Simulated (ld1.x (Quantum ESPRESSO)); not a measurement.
## An all-electron radial function and its pseudo partner (platinum)

Columns: radius, all-electron u(r) and pseudo u(r) of the 6s shell (level -5.66 eV) of platinum in the configuration [Xe] 4f14 5d9 6s1 6p0; PBE, scalar-relativistic, TM scheme, ld1.x (Quantum ESPRESSO) 7.5.

```tsv
r (bohr)	all-electron	pseudo
0.200	0.0244	-0.0198
0.400	-0.1322	-0.0431
0.600	0.2077	-0.0738
0.800	0.2978	-0.1168
1.000	0.1552	-0.1767
1.200	-0.0651	-0.2564
1.400	-0.2722	-0.3531
1.600	-0.4333	-0.4556
1.800	-0.5445	-0.5468
2.000	-0.6125	-0.6120
2.200	-0.6464	-0.6463
2.400	-0.6549	-0.6549
2.600	-0.6452	-0.6452
2.800	-0.6228	-0.6228
3.000	-0.5922	-0.5922
3.200	-0.5565	-0.5565
3.400	-0.5182	-0.5182
3.600	-0.4790	-0.4790
3.800	-0.4402	-0.4402
4.000	-0.4026	-0.4026
4.200	-0.3668	-0.3668
4.400	-0.3330	-0.3330
4.600	-0.3015	-0.3015
4.800	-0.2723	-0.2723
5.000	-0.2453	-0.2453
5.200	-0.2206	-0.2206
```

Q: How many radial nodes do the two functions have?

A: The all-electron 6s function has n − l − 1 = 5 (the table is too coarse to show those close to the nucleus); the pseudo-wave has 0, since the states of the same l below it are removed with the core.

Q: At about which radius was the pseudo-wave matched?

A: 2.44 bohr. The columns agree to 0.0005 from 2.20 bohr on; several derivatives are matched, so the curves merge somewhat inside the radius.

Q: Where does each function peak?

A: Outermost all-electron maximum near 2.40 bohr, pseudo maximum near 2.40 bohr (to the table’s step).

Q: Is the pseudo-wave norm-conserving?

A: Yes: the TM scheme keeps the norm inside the radius equal to the all-electron one, which fixes the energy derivative of the logarithmic derivative at the level.
